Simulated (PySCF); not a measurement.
NbF₄Cl, SMILES [F][Nb]([F])([F])([F])[Cl], multiplicity 1.

Geometry: B3LYP-D3(BJ)/def2-SVP. The multiplicity is an assumed one; no other spin state was optimised. The structure was generated by enumeration; whether it is a known compound was not checked. The def2 effective core potentials stand for the cores of Nb; spin–orbit coupling is left out.

Calculation: PySCF with PBE/def2-TZVP.

The molecule is in vacuum.

**Question.** Estimate the frontier levels, gap, dipole moment and polarisability. (The exact figures need the calculation; the answer reports its results.)

**Answer.** 
```json
{
  "highest_occupied_level": "-9.41 eV",
  "lowest_empty_level": "-4.09 eV",
  "orbital_gap": "5.32 eV",
  "dipole_moment": "1.24 D",
  "quadrupole, principal values (traceless, Buckingham form, about the centre of nuclear charge)": "-3.16, -3.16, 6.31 D·Å",
  "mean_static_polarisability": "54.2 bohr³ (8.03 Å³)",
  "polarisability_principal_values": "49.8, 49.8, 63.1 bohr³"
}
```
